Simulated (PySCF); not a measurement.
Species: C9H4O2.
Atom-mapped SMILES: `[CH3:1][C:2]#[C:3][C:4]#[C:5][c:6]1[cH:7][c:8](=[O:9])[c:10]1=[O:11]` (hydrogens: H12, H13, H14 on C1; H15 on C7)

The same species was optimised twice, with GFN2-xTB and with PBE0-D3(BJ)/def2-SVP (PySCF), and the same property calculations (PySCF, gas phase) were run on both structures.

| coordinate | GFN2-xTB | PBE0-D3(BJ)/def2-SVP | change |
| --- | --- | --- | --- |
| C7–C8 (Å) | 1.471 | 1.494 | +0.023 |
| C8–C10 (Å) | 1.546 | 1.568 | +0.022 |
| C6–C10 (Å) | 1.514 | 1.534 | +0.020 |
| C5–C6 (Å) | 1.374 | 1.392 | +0.018 |
| C3–C4 (Å) | 1.346 | 1.361 | +0.015 |
| C1–C2 (Å) | 1.436 | 1.446 | +0.010 |
| C2≡C3 (Å) | 1.211 | 1.221 | +0.010 |
| C4≡C5 (Å) | 1.220 | 1.226 | +0.006 |
| C8=O9 (Å) | 1.198 | 1.192 | -0.006 |
| C10=O11 (Å) | 1.191 | 1.186 | -0.005 |
| C6–C7 (Å) | 1.373 | 1.371 | -0.002 |
| C4–C5–C6 (°) | 175.1 | 176.7 | +1.6 |
| C3–C4–C5 (°) | 178.0 | 179.5 | +1.5 |
| O9–C8–C10 (°) | 136.1 | 136.6 | +0.5 |
| C7–C8–C10 (°) | 87.4 | 86.8 | -0.6 |
| C5–C6–C7 (°) | 136.1 | 135.6 | -0.5 |
| C6–C7–C8 (°) | 94.3 | 94.7 | +0.4 |
| C7–C6–C10 (°) | 92.3 | 92.7 | +0.4 |
| C2–C3–C4 (°) | 179.6 | 179.9 | +0.3 |

Rotational constants: A = 4777, B = 360.3, C = 335.8 MHz (GFN2-xTB) against A = 4699, B = 353.6, C = 329.6 MHz (PBE0-D3(BJ)/def2-SVP). Atoms that the bonding makes alike are paired by their places after alignment.

On the GFN2-xTB structure: HOMO (eV) -7.04 [PBE0/pcSseg-1]; LUMO (eV) -3.11 [PBE0/pcSseg-1]; dipole (D) 7.35 [PBE0/pcSseg-1]; GIAO shielding of C1 (ppm) 179.6 [PBE0/pcSseg-1]; GIAO shielding of C2 (ppm) 64.9 [PBE0/pcSseg-1]; GIAO shielding of C3 (ppm) 116.5 [PBE0/pcSseg-1]; GIAO shielding of C4 (ppm) 49.2 [PBE0/pcSseg-1]; GIAO shielding of C5 (ppm) 125.2 [PBE0/pcSseg-1]; GIAO shielding of C6 (ppm) -12.9 [PBE0/pcSseg-1]; GIAO shielding of C7 (ppm) -6.3 [PBE0/pcSseg-1]; GIAO shielding of C8 (ppm) -18.7 [PBE0/pcSseg-1].

Q: What do these properties become on the PBE0-D3(BJ)/def2-SVP structure?

A: 
```
                                    property          level  on GFN2-xTB  on PBE0-D3(BJ)/def2-SVP  change
                                   HOMO (eV)  PBE0/pcSseg-1        -7.04                    -7.06   -0.02
                                   LUMO (eV)  PBE0/pcSseg-1        -3.11                    -3.06   +0.05
                                  dipole (D)  PBE0/pcSseg-1         7.35                     7.04   -0.31
energy, GFN2-xTB geometry as zero (kcal/mol)  PBE0/pcSseg-1          0.0                     -0.3    -0.3
                  GIAO shielding of C1 (ppm)  PBE0/pcSseg-1        179.6                    177.4    -2.2
                  GIAO shielding of C2 (ppm)  PBE0/pcSseg-1         64.9                     67.9    +3.0
                  GIAO shielding of C3 (ppm)  PBE0/pcSseg-1        116.5                    115.3    -1.2
                  GIAO shielding of C4 (ppm)  PBE0/pcSseg-1         49.2                     52.2    +3.0
                  GIAO shielding of C5 (ppm)  PBE0/pcSseg-1        125.2                    124.1    -1.1
                  GIAO shielding of C6 (ppm)  PBE0/pcSseg-1        -12.9                    -13.8    -0.9
                  GIAO shielding of C7 (ppm)  PBE0/pcSseg-1         -6.3                     -8.8    -2.5
                  GIAO shielding of C8 (ppm)  PBE0/pcSseg-1        -18.7                    -18.4    +0.3
```

The heavy atoms differ by 0.037 Å rms after alignment. Among bonds between heavy atoms C7–C8 and C8–C10 change most and about equally (+0.022 to +0.023 Å). Changes are differences of the printed values. Neither structure is proved a minimum here.
